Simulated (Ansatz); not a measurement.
Geometry optimisation, UKS PBE0-D4/6-31G* (Ansatz).

The input (input.yaml):

```yaml
crystal:
  periodic: [false, false, false]
  atoms:
    - { symbol: H, position_ang: [-0.2288, -1.6873, -0.5783] }
    - { symbol: C, position_ang: [1.1303, -1.5343, -0.2952] }
    - { symbol: Al, position_ang: [0.0448, 0.1089, 0.0112] }
    - { symbol: C, position_ang: [-0.6879, 0.3248, 1.8517] }
    - { symbol: C, position_ang: [0.0635, 1.541, -1.3719] }
    - { symbol: H, position_ang: [-1.1406, -1.3197, -0.6352] }
    - { symbol: H, position_ang: [1.6995, -1.7752, -1.1954] }
    - { symbol: H, position_ang: [1.3955, -2.2667, 0.4695] }
    - { symbol: H, position_ang: [-1.7063, 0.7213, 1.8828] }
    - { symbol: H, position_ang: [-0.0748, 1.0011, 2.4553] }
    - { symbol: H, position_ang: [-0.7048, -0.6366, 2.3735] }
    - { symbol: H, position_ang: [0.9174, 1.4434, -2.0498] }
    - { symbol: H, position_ang: [-0.8328, 1.5441, -2.0003] }
    - { symbol: H, position_ang: [0.125, 2.535, -0.9181] }
magnetization:
  spin_polarized: true
  initial_magnetization: 1
basis:
  gaussian: { orbitals: "6-31G*" }
hamiltonian:
  xc: pbe0
  dispersion: d4
relax:
  f_tol: 0.15
  max_steps: 25
  restrain:
    - { distance: [0, 5], at: 0.62, k: 30.0 }
    - { distance: [1, 0], at: 2.37, k: 30.0 }
output:
  orbitals: {}
```

Launched with:

```bash
$ ansatz run input.yaml --threads 2 --pin off --max-ram 3072MiB --backend cpu --events-out ev --progress --plain --runs-dir out
```

Problem. Where does it end, and by what steps?

Solution. The run converged. The restraints hold the end off the free minimum. After 17 steps the energy has fallen by 0.678 eV (the restraints' own energy left out); H6 moved furthest, 1.39 Å. Joined: H1–H6 (0.98 → 0.70 Å).

| step | energy less start (eV) | largest force component (eV/Å) | accepted |
| --- | --- | --- | --- |
| 0 | 0.0000 | 0.605 | yes |
| 1 | -0.1389 | 1.449 | yes |
| 2 | 0.0327 | 5.103 | yes |
| 3 | -0.4415 | 2.111 | yes |
| 4 | -0.6187 | 1.686 | yes |
| 5 | -0.6815 | 0.953 | yes |
| 6 | -0.6309 | 2.508 | yes |
| 7 | -0.6487 | 2.359 | yes |
| 8 | -0.6918 | 1.443 | no |
| 9 | -0.6602 | 2.256 | yes |
| 10 | -0.6699 | 2.091 | yes |
| 11 | -0.6798 | 1.932 | yes |
| 12 | -0.6681 | 2.200 | yes |
| 13 | -0.6796 | 1.984 | yes |
| 14 | -0.7061 | 1.367 | no |
| 15 | -0.6787 | 2.030 | yes |
| 16 | -0.6861 | 1.825 | yes |
| 17 | -0.6782 | 1.989 | yes |

```xyz
14
Properties=species:S:1:pos:R:3
H -0.863 -2.276 -1.000
C 1.202 -1.390 -0.233
Al 0.281 0.272 0.158
C -0.554 0.516 1.921
C 0.174 1.661 -1.228
H -1.470 -2.534 -1.222
H 1.701 -1.611 -1.179
H 1.296 -2.223 0.468
H -1.560 0.949 1.838
H 0.028 1.210 2.542
H -0.640 -0.422 2.481
H 0.899 1.511 -2.037
H -0.824 1.670 -1.690
H 0.331 2.667 -0.819
```

Run time: 58 s on 2 threads of Intel(R) Xeon(R) Platinum 8375C CPU @ 2.90GHz (Ice Lake) (shared host), peak memory 0.26 GiB.
